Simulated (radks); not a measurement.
Species: neutral caesium. Configuration: [Xe] 6d1 (not the ground configuration).

All-electron calculation, Dirac Kohn-Sham, PBE, spin-unpolarised, spherical densities, finite nucleus; open shells are shared between the two j in proportion to 2j + 1; Fermi nuclear charge, rms radius 4.8041 fm. Program: a radial shooting solver on a logarithmic mesh with Libxc functionals.

Energy parts (Ry):
part                       energy
total                 -15579.7690
kinetic                16589.9195
electron-nucleus      -37872.5984
Hartree                 6088.1406
exchange-correlation    -385.2307

Orbitals (lengths in bohr, moments of r in powers of bohr):
orbital  occ.  eigenvalue (Ry)      <r>      <r^2>  small-component weight
1s1/2       2        -2629.148  0.02611  0.0009251                4.12e-02
2s1/2       2        -412.4393   0.1117    0.01477                8.86e-03
2p1/2       2        -388.0326  0.09403    0.01089                8.90e-03
2p3/2       4        -362.1415  0.09992    0.01216                8.41e-03
3s1/2       2        -85.91325   0.2987     0.1021                2.66e-03
3p1/2       2        -75.71597   0.2887    0.09687                2.60e-03
3p3/2       4        -70.75427   0.3005     0.1047                2.47e-03
3d3/2       4        -52.83490   0.2714    0.08710                2.35e-03
3d5/2       6        -51.78157   0.2751    0.08935                2.31e-03
4s1/2       2        -16.38322   0.6947     0.5450                7.88e-04
4p1/2       2        -12.72365   0.7206     0.5912                7.25e-04
4p3/2       4        -11.71168   0.7481     0.6370                6.83e-04
4d3/2       4         -5.76158   0.8307     0.8037                5.41e-04
4d5/2       6         -5.59365   0.8411     0.8239                5.30e-04
5s1/2       2         -2.17144    1.740      3.413                1.53e-04
5p1/2       2         -1.28335    2.011      4.607                1.14e-04
5p3/2       4         -1.16258    2.104      5.045                1.05e-04
6d3/2     0.4         -0.05071    13.75      209.1                3.29e-06
6d5/2     0.6         -0.05018    13.79      210.8                3.39e-06

The highest occupied level is 6d5/2 at -0.683 eV. The density falls to 0.001 e/bohr^3 at r = 4.06 bohr.
